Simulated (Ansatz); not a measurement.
This geometry of FH + H7N3OTi (14 atoms, charge 0, multiplicity 1) is a first-order saddle point.

Method: RHF/def2-SVP in Ansatz.

```xyz
14
Properties=species:S:1:pos:R:3
Ti 0.057 -0.207 0.018
O -0.072 -0.159 2.009
H -0.755 0.081 2.613
N 1.783 0.050 -0.649
H 2.515 -0.604 -0.434
H 2.043 0.643 -1.415
N -0.765 1.376 -0.526
H -1.730 1.471 -0.786
H -0.307 2.269 -0.556
N -1.074 -1.433 -0.832
H -0.946 -2.418 -0.684
H -1.618 -1.263 -1.657
F 0.856 -1.929 1.123
H 0.421 -1.236 1.886
```

Q: Which two structures does it join? (They come from a converged band through this point; their orientation in space is the band's.)

A: Bonds broken: Ti1–O2, F13–H14. Bonds formed: Ti1–F13, O2–H14. FH + H7N3OTi becomes FH6N3Ti + H2O.

First end point:

```xyz
14
Properties=species:S:1:pos:R:3
Ti -0.204 -0.075 -0.130
O -0.212 -0.442 1.670
H -0.637 -0.044 2.413
N 1.560 -0.108 -0.716
H 2.235 -0.706 -0.266
H 1.993 0.465 -1.415
N -0.939 1.607 -0.499
H -1.736 1.775 -1.085
H -0.550 2.478 -0.183
N -1.221 -1.346 -1.050
H -2.061 -1.765 -0.689
H -0.929 -1.826 -1.882
F 1.943 -1.930 1.937
H 1.167 -1.444 2.006
```

Last end point:

```xyz
14
Properties=species:S:1:pos:R:3
Ti 0.062 -0.632 -0.451
O 0.299 0.695 2.975
H -0.428 0.615 3.573
N 1.699 -0.308 -1.285
H 2.399 -1.014 -1.439
H 2.054 0.595 -1.542
N -0.755 0.985 -0.074
H -1.486 1.459 -0.570
H -0.541 1.442 0.800
N -0.990 -1.625 -1.631
H -1.848 -2.085 -1.380
H -0.769 -1.803 -2.594
F 0.285 -1.503 1.101
H 0.428 -0.179 2.628
```

Q: How far does it lie above each of them?

A: 0.49 eV above the first and 0.95 eV above the second. This is the barrier of this one path; another mechanism may lie lower. The orbitals stay closed-shell, which can raise the energy where a bond breaks towards radicals; this wasn't checked here.

Run time: 3.5 min on 4 threads of Arm Neoverse V1, with other jobs on the host, peak memory 0.46 GiB.
